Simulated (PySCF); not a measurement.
B(OH)(OMe)(NH2), SMILES COB(N)O, singlet, PBE0/def2-SVP optimised geometry.

```
11

B     -0.55    -0.62     0.00
O     -1.29    -1.77     0.00
H     -0.76    -2.57     0.00
O     -1.27     0.54     0.00
C     -0.66     1.79     0.00
H     -0.03     1.95    -0.90
H     -1.44     2.57     0.00
H     -0.03     1.95     0.89
N      0.88    -0.62     0.00
H      1.43     0.23     0.00
H      1.44    -1.46     0.00
```

Density from PBE0/def2-TZVP run with PySCF at that geometry.

Minimum of the electron density along straight lines between bonded atoms, close to the bond critical point (lines longer than 1.1 times the sum of covalent radii, or with two minima, are not listed):

| bond | length / Å | ρ at the minimum / e bohr⁻³ | ∇²ρ there / e bohr⁻⁵ | position (fraction from the first atom) |
|---|---|---|---|---|
| B1–O2 | 1.370 | 0.207 | 0.87 | 0.33 |
| O2–H3 | 0.959 | ? | -2.48 | 0.81 |
| B1–O4 | 1.369 | 0.206 | 0.89 | 0.33 |
| O4–C5 | 1.391 | 0.270 | ? | 0.66 |
| C5–H6 | 1.107 | 0.274 | -0.94 | 0.64 |
| C5–H7 | 1.100 | 0.280 | -0.98 | 0.65 |
| C5–H8 | 1.107 | 0.274 | -0.94 | 0.64 |
| B1–N9 | 1.421 | 0.204 | ? | 0.33 |
| N9–H10 | 1.009 | 0.337 | -1.69 | 0.74 |
| N9–H11 | 1.009 | 0.337 | -1.68 | 0.74 |

Problem. Complete the blanks.

Solution. 
- O2–H3, ρ at the minimum / e bohr⁻³: 0.363
- O4–C5, ∇²ρ there / e bohr⁻⁵: -0.53
- B1–N9, ∇²ρ there / e bohr⁻⁵: 0.51
